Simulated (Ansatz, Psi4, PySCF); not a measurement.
Complex: C2H2 (SMILES C#C) (first 4 atoms) with H4OSi (SMILES O[SiH3]); geometry from B3LYP-D3(BJ)/def2-TZVP, rigid monomers moved along the line of their centres of mass till C1···H7 is 4.18 Å.
(charge 0, multiplicity 1):
```tsv
atom	x (Å)	y (Å)	z (Å)
C	0.1352	0.8027	0.5367
C	0.2253	-0.3889	0.4559
H	0.0585	1.8612	0.6060
H	0.3089	-1.4465	0.3811
O	-1.2970	-0.2135	5.3559
Si	-0.0055	-0.1600	6.3791
H	-1.1075	-0.1413	4.4124
H	0.9497	-1.2684	6.1236
H	-0.5533	-0.2850	7.7452
H	0.7430	1.1173	6.2589
```

Interaction energies are E(AB) − E(A) − E(B) at the monomers' geometry in the complex; basis-set methods are counterpoise corrected. Rows marked so take none.

Cores are frozen in the correlated methods. Rows in 3-21G carry no dispersion term and start afresh at each structure.

Run with Ansatz (Gaussian orbitals); Psi4 for SAPT; PySCF for 3-21G rows. Each number belongs to the level named beside it.

### Question
Give the interaction energy at the level B3LYP/3-21G (no counterpoise).

### Answer
-0.6 kcal/mol

Ansatz is a quantum-chemistry and plane-wave program.
